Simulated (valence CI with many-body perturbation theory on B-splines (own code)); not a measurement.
# Assign the levels of F+

Method: valence CI with perturbative core correlation (CI+MBPT): six valence electrons over a frozen Dirac-Fock core [He], radial functions for each j: 9 s, 9 p, 8 d, 6 f, 3 g, 1 h, with the one-electron correlation potential Σ1 (screened to all orders), the two-electron term Σ2, the three-electron term Σ3, Breit, model QED; selected single and double excitations, second order for the rest, scaled by the run's own slope (own B-spline code, finite nucleus).

Against 23 measured levels this calculation errs by 214 cm⁻¹ on average and by 468 at most. These come from a selection out of the NIST Handbook of Basic Atomic Spectroscopic Data. Levels without a partner in it may be off by more. Among the levels kept, up to 2300 cm⁻¹ of a level comes from second order outside the variational space, and about a tenth of that is noise between levels of different J, which matters for small intervals.

```tsv
No.	J	Parity	E (cm⁻¹)	g
1	2	even	0.0	1.501
2	1	even	335	1.501
4	2	even	21001	1.000
6	2	odd	164937	1.501
7	1	odd	165253	1.501
9	2	odd	176036	2.002
10	1	odd	182472	2.002
11	3	even	202013	1.668
12	1	even	202021	2.503
13	2	even	202032	1.835
15	1	even	207328	1.501
16	2	even	207333	1.501
17	3	odd	211668	1.334
18	2	odd	211722	1.167
```

Energies count from the lowest level. Strongly mixed levels and levels close to another of their J and parity, and those with J = 0 are left out, so the numbers can have gaps.

Problem. Give configuration and LS term of each level.

Solution. 1: 2s²2p⁴ ³P; 2: 2s²2p⁴ ³P; 4: 2s²2p⁴ ¹D; 6: 2s2p⁵ ³P°; 7: 2s2p⁵ ³P°; 9: 2s²2p³3s ⁵S°; 10: 2s²2p³3s ³S°; 11: 2s²2p³3p ⁵P; 12: 2s²2p³3p ⁵P; 13: 2s²2p³3p ⁵P; 15: 2s²2p³3p ³P; 16: 2s²2p³3p ³P; 17: 2s²2p³3s ³D°; 18: 2s²2p³3s ³D°.
